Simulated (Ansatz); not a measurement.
Hf₅⁻, relaxed as a doublet with UKS PBE-D4/def2-SVPD in Ansatz, starting from the GFN2-xTB geometry. Force threshold 0.02 eV/Å.

In the def2 sets Hf takes a core potential; there is no spin–orbit coupling. The highest occupied level of the charge -1 doublet lies above zero (up to 0.57 eV). It is a level of β spin, whose loss leaves a triplet; that state wasn't run at this geometry and level. The electron is either unbound and held by the finite basis, or the level is raised by self-interaction error. The relaxation made no stability test and no search for a lower SCF solution. No other spin state of charge -1 was run. The structure comes from a short search, and lower isomers may exist.

Start:

```
atom   x (Å)   y (Å)   z (Å)
 Hf1   1.385   0.497  -0.135
 Hf2  -0.501   1.930   1.502
 Hf3  -1.380  -0.486   0.204
 Hf4  -0.375   0.226  -2.411
 Hf5   0.871  -2.167   0.840
```

```
         step  energy (eV)  largest force component (eV/Å)  SCF passes
            1   -6527.8595                           1.268         244
            2   -6528.3188                           0.176          71
            3   -6528.3841                           0.268          70
            4   -6528.6375                           0.727         197
            5   -6529.0329                           0.722          86
            6   -6529.5888                           0.899         137
            7   -6530.0931                           0.794          76
            8   -6530.4901                           0.613          72
            9   -6530.7034                           0.213         129
           10   -6530.7279                           0.138         117
11 (rejected)   -6530.7272                           0.138          62
           12   -6530.7291                           0.022          59
           13   -6530.7292                           0.003          57
```

Force components are those of the run's own axes.

End:

```xyz
5

Hf    1.457    0.370    0.637
Hf   -0.721    2.170    0.391
Hf   -1.202   -0.574    0.964
Hf   -0.257    0.203   -1.600
Hf    0.722   -2.169   -0.392
```

By distances, no bond broke or formed, bridged metal pairs apart. The bond that changes most is Hf2–Hf4, from 4.27 to 2.84 Å (atoms count from 1). Metal–metal contacts that move far: Hf2–Hf4 4.27 to 2.84 Å, Hf4–Hf5 4.22 to 2.84 Å. The end is the same structure that another start reached, the lowest one found.

No frequencies were taken in this run, so the end may be a saddle point.

Hardware: 4 threads of Arm Neoverse V1 on a shared host. Wall time 4.6 min, peak host memory 0.59 GiB.
